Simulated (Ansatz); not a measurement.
## One elementary step

Start structure (GeSiH6O, closed shell), relaxed at PBE0-D4/def2-TZVP:

Ge1  (-0.225, -1.899, 0.537)
H2  (-1.186, 0.634, 0.446)
O3  (-0.572, 0.177, -0.134)
Si4  (0.803, 0.992, -0.665)
H5  (-1.765, -2.182, 0.254)
H6  (-0.532, -1.370, 2.014)
H7  (1.229, 0.299, -1.896)
H8  (1.855, 0.956, 0.376)
H9  (0.394, 2.393, -0.933)
(Å)

The step: GeSiH₆O ([SiH3][OH][GeH2]) → GeSiH₄O ([SiH3][O][GeH]) + H₂; bonds formed: H2–H6; dative contacts that become bonds: Ge1–O3; bonds broken: Ge1–H6, H2–O3. Ansatz 0.2.0; basis: def2-TZVPP and def2-QZVPP; cores frozen in the correlated methods. Filled d shells of the heavier atoms are correlated. The def2 sets are not built for correlating such inner shells, so the correlated values are less sure here. Extrapolation: Hartree–Fock as exp(−7.88 √X), correlation as X^−2.97. Energies below are by CCSD(T) at an estimated basis limit (MP2 extrapolated from triple and quadruple zeta, plus CCSD(T) − MP2 in triple zeta).

(1) What are the electronic barrier and the energy of the step, from the start structure to the end structure? (An estimate is asked for; the value comes from the calculation.)

No T1 diagnostic of these runs exceeds 0.014.

## Answers

(1) Computed: Barrier 0.902 eV; step energy -0.257 eV (downhill); reverse barrier, their difference, 1.159 eV. Barrier and step energy count from the start structure, the reverse barrier from the end structure.

The saddle point: One imaginary mode of 1289i cm⁻¹.
```
  pair  start (Å)  saddle (Å)  end (Å)
Ge1–O3       2.21        2.03     1.79
 H2–H6       2.63        0.98     0.76
Ge1–H6       1.60        1.81     2.47
 H2–O3       0.96        1.30     3.09
```

Zero-point energy (harmonic, PBE0-D4): ZPE is 1.455 eV at the start and 1.353 eV at the saddle, so the barrier goes from 0.902 to 0.800 eV.

Labels in which every atom is bracketed show which atoms are joined, not bond orders.

For scale, one of the runs: CCSD(T)/def2-TZVPP, 205 basis functions (an equivalent command: `ansatz run in.yaml --threads 4`). The run took 69 s on 4 CPU threads (shared host), with 2.6 GiB of host memory at its peak.
